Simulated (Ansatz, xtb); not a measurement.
**Ranking isomers of GeH5NP**

10 gas-phase structures of GeH5NP, found in a search over its isomers (lower ones may exist). Each was relaxed with GFN2-xTB; where two conformers were screened, the lower at r2SCAN-D4/def2-SVP is listed:

A. `[NH2][GeH2][PH]`, a doublet
B. a doublet given by its coordinates
C. `N[P][GeH3]`, a doublet
D. `[NH2][GeH][PH2]`, a doublet
E. `[NH-][PH2+][GeH2]`, a doublet
F. `N[PH2][GeH]`, a doublet
G. `[PH][NH][GeH3]`, a doublet
H. `P[NH][GeH2]`, a doublet
I. `N[PH][GeH2]`, a doublet
J. a doublet given by its coordinates

J (Å):

```yaml
atoms:
  - { symbol: Ge, position_ang: [-0.2262, -0.0444, -1.0516] }
  - { symbol: N, position_ang: [-1.1446, -0.7402, 0.9648] }
  - { symbol: P, position_ang: [1.0224, -1.9906, -0.9797] }
  - { symbol: H, position_ang: [-2.0305, -1.2153, 0.8434] }
  - { symbol: H, position_ang: [-1.2427, -0.0382, 1.6886] }
  - { symbol: H, position_ang: [-0.4535, -1.4236, 1.2531] }
  - { symbol: H, position_ang: [2.2444, -1.4874, -1.4000] }
  - { symbol: H, position_ang: [0.7782, -2.5063, -2.2450] }
```

Close contacts (Å): Ge1–N2 2.32, Ge1–P3 2.31, N2–H4 1.01, N2–H5 1.01, N2–H6 1.01, P3–H7 1.39, P3–H8 1.39.

B (Å):

```yaml
atoms:
  - { symbol: Ge, position_ang: [0.1227, 0.2494, -0.5177] }
  - { symbol: N, position_ang: [-1.4721, 0.0787, 0.3821] }
  - { symbol: P, position_ang: [0.6484, -2.0950, -0.6265] }
  - { symbol: H, position_ang: [-2.1219, 0.8491, 0.4052] }
  - { symbol: H, position_ang: [-1.6174, -0.5002, 1.1962] }
  - { symbol: H, position_ang: [1.0137, -2.7814, 0.5436] }
  - { symbol: H, position_ang: [1.9360, -1.9928, -1.1134] }
  - { symbol: H, position_ang: [0.4352, -3.3557, -1.2757] }
```

Close contacts (Å): Ge1–N2 1.84, Ge1–P3 2.41, N2–H4 1.01, N2–H5 1.01, P3–H6 1.40, P3–H7 1.38, P3–H8 1.43.

Q: Make a reasoned guess at their ranking by r2SCAN-D4/def2-SVP single-point energy.

A: Calculated order at r2SCAN-D4/def2-SVP: J (0.0), D (0.8), A (3.4), C (4.4), G (9.4), I (15.9), B (17.7), F (18.8), H (18.8), E (48.3) kcal/mol. Less than 1 kcal/mol parts J and D; F and H, so the order within those pairs means little.

Energies above the lowest of each column, in kcal/mol; the last columns are at B3LYP-D3(BJ)/def2-SVP geometries and were run for some of them only (a dash: not run or not comparable):

```csv
structure,GFN2-xTB,HF/STO-3G,r2SCAN-D4/def2-SVP,B3LYP-D3(BJ)/def2-SVP,CCSD(T)/def2-SVP + ΔMP2/def2-TZVPP
J,15.3,50.7,0.0,0.0,0.8
D,0.0,20.7,0.8,3.5,0.0
A,14.5,0.0,3.4,7.7,1.0
C,10.1,2.7,4.4,7.7,–
G,12.1,0.5,9.4,–,–
I,4.4,39.5,15.9,–,–
B,9.5,63.9,17.7,–,–
F,9.9,79.7,18.8,–,–
H,9.7,37.6,18.8,–,–
E,20.1,102.8,48.3,–,–
```

CCSD(T)/def2-SVP + ΔMP2/def2-TZVPP has A and D and J within 1 kcal/mol of each other at the bottom, and every level picks one of them. CCSD(T)/def2-SVP + ΔMP2/def2-TZVPP orders those it was run on as D (0.0), J (0.8), A (1.0) kcal/mol. Less than 1 kcal/mol parts D and J; J and A, so the order within those pairs means little. Some further structures that were screened fall inside this span and aren't listed. Flexible structures stand in one conformer each, not always the lowest. Frequencies (B3LYP-D3(BJ)/def2-SVP) were run for A, D, J alone. The ΔMP2 step shifts differences by up to 3.9 kcal/mol, which makes them less sure. Open shells are spin-unrestricted. ΔMP2 is the change of the MP2 energy from the smaller to the larger basis.

Over these structures GFN2-xTB departs from r2SCAN-D4/def2-SVP by 10.0 kcal/mol on average once a common shift is removed. A GFN2-xTB relaxation took about 0.095 s and the r2SCAN-D4/def2-SVP energy about 1.4 s on a shared host (Ansatz 0.2.0, xtb 6.7.1).
